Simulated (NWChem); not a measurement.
diphosphane (H4P2) in NWChem

SMILES: PP
```xyz
6

P      1.0086     0.5217     0.0000
P     -1.0086    -0.5217     0.0000
H      1.5409    -0.3163     1.0313
H      1.5409    -0.3163    -1.0313
H     -1.5409     0.3163     1.0313
H     -1.5409     0.3163    -1.0313
```
Charge 0, spin multiplicity 1.

The numbers come from NWChem runs, not from measurements. All single points use one geometry, from B3LYP/def2-SVP, a minimum by its harmonic frequencies. It is one conformer; others weren't searched.

Static limit. This basis has no diffuse functions, which lowers polarisabilities.

The Pople sets run with spherical d functions.

Q: Give the polarisability tensor in bohr³ at BHandHLYP/6-31G* (spherical d), in the frame of the coordinates, and its isotropic mean.

A: 
```
59.78   8.21   0.00
 8.21  37.51   0.00
 0.00   0.00  39.85
```
Mean (one third of the trace): 45.71 bohr³.
